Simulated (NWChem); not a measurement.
System: C3H6Cl2; SMILES ClC(Cl)(C)C

Output (shortened):

```
             Northwest Computational Chemistry Package (NWChem) 7.3.0
             --------------------------------------------------------

                             Geometry "geometry" -> ""
                             -------------------------

 Output coordinates in angstroms (scale by  1.889725989 to convert to a.u.)

  No.       Tag          Charge          X              Y              Z
 ---- ---------------- ---------- -------------- -------------- --------------
    1 C                    6.0000     0.00000000     1.27783600    -1.17275400
    2 C                    6.0000     0.00000000     0.00000000    -0.34881700
    3 C                    6.0000     0.00000000    -1.27783600    -1.17275400
    4 Cl                  17.0000     1.47693100     0.00000000     0.71880700
    5 Cl                  17.0000    -1.47693100     0.00000000     0.71880700
    6 H                    1.0000    -0.90285800     1.30745200    -1.81456600
    7 H                    1.0000     0.00000000     2.16485900    -0.51299300
    8 H                    1.0000     0.90285800     1.30745200    -1.81456600
    9 H                    1.0000    -0.90285800    -1.30745200    -1.81456600
   10 H                    1.0000     0.00000000    -2.16485900    -0.51299300
   11 H                    1.0000     0.90285800    -1.30745200    -1.81456600

 Effective nuclear repulsion energy (a.u.)     292.9312054538

                              NWChem Property Module
                              ----------------------

                                 NWChem DFT Module
                                 -----------------

 Summary of "ao basis" -> "ao basis" (spherical)
 ------------------------------------------------------------------------------
       Tag                 Description            Shells   Functions and Types
 ---------------- ------------------------------  ------  ---------------------
 C                          6-31+g*                  8       18   4s3p1d
 Cl                         6-31+g*                 10       22   5s4p1d
 H                          6-31+g*                  2        2   2s

            General Information
            -------------------
          SCF calculation type: DFT
          Wavefunction type:  closed shell.
          No. of atoms     :    11
          No. of electrons :    58
           Alpha electrons :    29
            Beta electrons :    29
          Charge           :     0
          Spin multiplicity:     1
          Use of symmetry is: off; symmetry adaption is: off
          Maximum number of iterations: 150
          AO basis - number of functions:   110
                     number of shells:    56
          Convergence on energy requested:  1.00D-06
          Convergence on density requested:  1.00D-05
          Convergence on gradient requested:  5.00D-04

              XC Information
              --------------
                         B3LYP Method XC Potential
                     Hartree-Fock (Exact) Exchange  0.200
                        Slater Exchange Functional  0.800 local
                    Becke 1988 Exchange Functional  0.720 non-local
              Lee-Yang-Parr Correlation Functional  0.810
                  VWN I RPA Correlation Functional  0.190 local

             Grid Information
             ----------------
          Grid used for XC integration:  medium
          Radial quadrature: Mura-Knowles
          Angular quadrature: Lebedev.
          Tag              B.-S. Rad. Rad. Pts. Rad. Cut. Ang. Pts.
          ---              ---------- --------- --------- ---------
          C                   0.70       49          12.0       434
          Cl                  1.00       88          12.0       590
          H                   0.35       45          12.0       434
          Grid pruning is: on
          Number of quadrature shells:   593
          Spatial weights used:  Erf1

      Superposition of Atomic Density Guess
      -------------------------------------

 Sum of atomic energies:       -1034.88235832

      Non-variational initial energy
      ------------------------------

 Total energy =   -1037.226060
 1-e energy   =   -2007.511877
 2-e energy   =     677.354612
 HOMO         =      -0.370836
 LUMO         =       0.026506

   convergence    iter        energy       DeltaE   RMS-Dens  Diis-err
 ---------------- ----- ----------------- --------- --------- ---------
 d= 0,ls=0.0,diis     1  -1038.2244518305 -1.33D+03  1.81D-02  8.64D-01
 d= 0,ls=0.0,diis     2  -1038.0961869864  1.28D-01  1.39D-02  1.97D+00
 d= 0,ls=0.0,diis     3  -1038.3282015065 -2.32D-01  2.85D-03  2.69D-02
 d= 0,ls=0.0,diis     4  -1038.3315396300 -3.34D-03  4.65D-04  1.31D-03
 d= 0,ls=0.0,diis     5  -1038.3316874373 -1.48D-04  1.51D-04  1.49D-04
  Resetting Diis
 d= 0,ls=0.0,diis     6  -1038.3317064812 -1.90D-05  4.11D-05  1.78D-06
 d= 0,ls=0.0,diis     7  -1038.3317067279 -2.47D-07  8.56D-06  1.88D-08

         Total DFT energy =    -1038.331706727859
      One electron energy =    -2011.110251938038
           Coulomb energy =      754.869699993810
    Exchange-Corr. energy =      -75.022360237402
 Nuclear repulsion energy =      292.931205453772

 Numeric. integr. density =       58.000010641516

                       DFT Final Molecular Orbital Analysis
                       ------------------------------------

 Vector   27  Occ=2.000000D+00  E=-3.181593D-01
              MO Center= -2.5D-06, -9.0D-09,  5.7D-01, r^2= 3.7D+00
   Bfn.  Coefficient  Atom+Function         Bfn.  Coefficient  Atom+Function
  ----- ------------  ---------------      ----- ------------  ---------------
    62      0.517648   4 Cl py               84     -0.517649   5 Cl py
    66      0.266363   4 Cl py               88     -0.266363   5 Cl py
    58     -0.200797   4 Cl py               80      0.200797   5 Cl py
     3     -0.085476   1 C  px               39      0.085476   3 C  px
   100      0.073414   6 H  s               104     -0.073414   8 H  s

 Vector   28  Occ=2.000000D+00  E=-3.102943D-01
              MO Center=  2.5D-06, -6.9D-09,  4.7D-01, r^2= 3.6D+00
   Bfn.  Coefficient  Atom+Function         Bfn.  Coefficient  Atom+Function
  ----- ------------  ---------------      ----- ------------  ---------------
    62      0.484686   4 Cl py               84      0.484685   5 Cl py
    66      0.244665   4 Cl py               88      0.244665   5 Cl py
    58     -0.187711   4 Cl py               80     -0.187711   5 Cl py
    22     -0.178426   2 C  py                6     -0.129859   1 C  s
    42      0.129859   3 C  s                 5     -0.120236   1 C  pz

 Vector   29  Occ=2.000000D+00  E=-3.031743D-01
              MO Center=  5.9D-07, -3.0D-09,  6.5D-01, r^2= 3.6D+00
   Bfn.  Coefficient  Atom+Function         Bfn.  Coefficient  Atom+Function
  ----- ------------  ---------------      ----- ------------  ---------------
    61      0.396423   4 Cl px               83      0.396423   5 Cl px
    63     -0.371982   4 Cl pz               85      0.371982   5 Cl pz
    65      0.200611   4 Cl px               87      0.200611   5 Cl px
    67     -0.189121   4 Cl pz               89      0.189121   5 Cl pz
    57     -0.152165   4 Cl px               79     -0.152165   5 Cl px

 Vector   30  Occ=0.000000D+00  E=-2.253898D-02
              MO Center= -2.7D-07, -2.6D-08,  3.7D-01, r^2= 5.5D+00
   Bfn.  Coefficient  Atom+Function         Bfn.  Coefficient  Atom+Function
  ----- ------------  ---------------      ----- ------------  ---------------
    28      4.834901   2 C  s                68     -1.812875   4 Cl s
    90     -1.812875   5 Cl s                31      1.540715   2 C  pz
    24      0.961219   2 C  s                69      0.749564   4 Cl px
    91     -0.749564   5 Cl px               10     -0.537633   1 C  s
    46     -0.537634   3 C  s                27      0.512294   2 C  pz

 Vector   31  Occ=0.000000D+00  E= 9.006265D-04
              MO Center= -5.3D-08,  4.6D-08, -7.8D-02, r^2= 6.5D+00
   Bfn.  Coefficient  Atom+Function         Bfn.  Coefficient  Atom+Function
  ----- ------------  ---------------      ----- ------------  ---------------
    29      2.083652   2 C  px               68     -1.245648   4 Cl s
    90      1.245648   5 Cl s                11     -0.686679   1 C  px
    25      0.689189   2 C  px               47     -0.686679   3 C  px
    21      0.475244   2 C  px               71      0.464101   4 Cl pz
    93     -0.464101   5 Cl pz               64     -0.395728   4 Cl s

 Vector   32  Occ=0.000000D+00  E= 2.321386D-03
              MO Center=  3.2D-07, -8.4D-08, -1.6D+00, r^2= 1.0D+01
   Bfn.  Coefficient  Atom+Function         Bfn.  Coefficient  Atom+Function
  ----- ------------  ---------------      ----- ------------  ---------------
    28      9.230626   2 C  s                10     -3.937454   1 C  s
    46     -3.937453   3 C  s                68     -1.566922   4 Cl s
    90     -1.566921   5 Cl s                31     -1.107803   2 C  pz
    12      0.639956   1 C  py               48     -0.639955   3 C  py
     6      0.366239   1 C  s                42      0.366239   3 C  s

     Multipole analysis of the density
     ---------------------------------

     L   x y z        total         alpha         beta         nuclear
     -   - - -        -----         -----         ----         -------
     0   0 0 0     -0.000000    -29.000000    -29.000000     58.000000

     1   1 0 0      0.000000      0.000000      0.000000      0.000000
     1   0 1 0     -0.000000     -0.000000     -0.000000      0.000000
     1   0 0 1     -0.987244     -0.483454     -0.483454     -0.020337

     2   2 0 0    -35.867497   -156.179766   -156.179766    276.492034
     2   1 1 0      0.000000      0.000000      0.000000      0.000000
     2   1 0 1      0.000000      0.000000      0.000000      0.000000
     2   0 2 0    -32.629563    -80.246350    -80.246350    127.863136
     2   0 1 1     -0.000000     -0.000000     -0.000000      0.000000
     2   0 0 2    -33.082857   -103.136926   -103.136926    173.190995

 *** CALLING NEW AORESP DRIVER FOR CLOSED AND OPEN SHELLS ***
 Entering AOResponse driver routine

--------------------------------------------------------------------------------

          -----------------------------------------------
          Solving response equations for perturbing field
          -----------------------------------------------

 number of frequencies:     1
 frequency in a.u.:  0.0000000E+00
 Perturbing field: electric
 Using El. Dipole Length Gauge

 Setting up CPKS with frequency omega =      0.00000000 a.u.

 STATIC response

                                NWChem CPHF Module
                                ------------------

  scftype          =     RHF
  nclosed          =       29
  nopen            =        0
  variables        =     2349
  # of vectors     =        3
  tolerance        = 0.10D-03
  level shift      = 0.00D+00
  max iterations   =       50
  max subspace     =       30

 SCF residual:    1.4909406635164828E-004

Iterative solution of linear equations
  No. of variables     2349
  No. of equations        3
  Maximum subspace       30
        Iterations       50
       Convergence  1.0D-04

   iter   nsub   residual    time
   ----  ------  --------  ---------
     1      3    3.06D+00      30.1
     2      6    1.86D+00      35.9
     3      9    5.54D-01      41.8
     4     12    8.36D-02      47.5
     5     15    1.40D-02      53.3
     6     18    4.49D-03      59.0
     7     21    7.03D-04      64.8
     8     24    1.81D-04      70.6
     9     27    2.74D-05      76.5

 Electric Dipole Response Matrix (nonzero elements):

              1        2        3
    1   69.7505   0.0000   0.0000
    2    0.0000  55.0084   0.0000
    3    0.0000   0.0000  61.2786

 ------------------------------------------
 average:        62.01249 + I       0.00000

 DFT Linear Response polarizability / au
 Frequency  =       0.0000000 / au
              X              Y              Z
 -----------------------------------------------
 X      69.7505027      0.0000001      0.0000001
 Y       0.0000001     55.0083535      0.0000002
 Z       0.0000001      0.0000002     61.2786007
 -----------------------------------------------
 Eigenvalues =      69.7505027     55.0083535     61.2786007
 Isotropic   =      62.0124856
 Anisotropic =      12.8144467
 -----------------------------------------------

 Magnetic Dipole Response Matrix (nonzero elements):

 Exiting AOResponse driver routine
```

Level: B3LYP/6-31+G* (spherical d). The geometry was optimised at PBE-D3(BJ)/def2-SVP.

Q: Write an input that gives this output.

A: Several could match; the one computed here: the input that was run:
```
start job
memory heap 200 mb stack 900 mb global 1100 mb
geometry units angstroms noautosym nocenter noautoz
  C      0.000000     1.277836    -1.172754
  C      0.000000     0.000000    -0.348817
  C      0.000000    -1.277836    -1.172754
  Cl     1.476931     0.000000     0.718807
  Cl    -1.476931     0.000000     0.718807
  H     -0.902858     1.307452    -1.814566
  H      0.000000     2.164859    -0.512993
  H      0.902858     1.307452    -1.814566
  H     -0.902858    -1.307452    -1.814566
  H      0.000000    -2.164859    -0.512993
  H      0.902858    -1.307452    -1.814566
end
basis spherical
  * library 6-31+g*
end
dft
  xc b3lyp
  iterations 150
end
property
  response 1 0.0
end
task dft property
```
